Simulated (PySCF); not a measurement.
Vertical excitations of a molecule C5H8S from TDA-LC-ωPBE/def2-SVPD run with PySCF 2.14.0, as energy in eV (oscillator strength): 5.56 (0.002), 6.39 (0.003), 6.59 (0.023), 6.79 (0.007), 6.82 (0.013), 7.20 (0.025), 7.85 (0.025), 8.00 (0.038), 8.06 (0.010), 8.36 (0.020). Lowest triplet (TDA): 4.87 eV. Geometry optimised at r2SCAN-D4/def2-SVP. Other conformers were not sampled.

Question: Identify the compound among the candidates.
A) SC[C@H]1C=CC1
B) C#C[C@H](C)SC
C) C#CCCSC
D) C=C1SC[C@@H]1C

Answer: B, C#C[C@H](C)SC
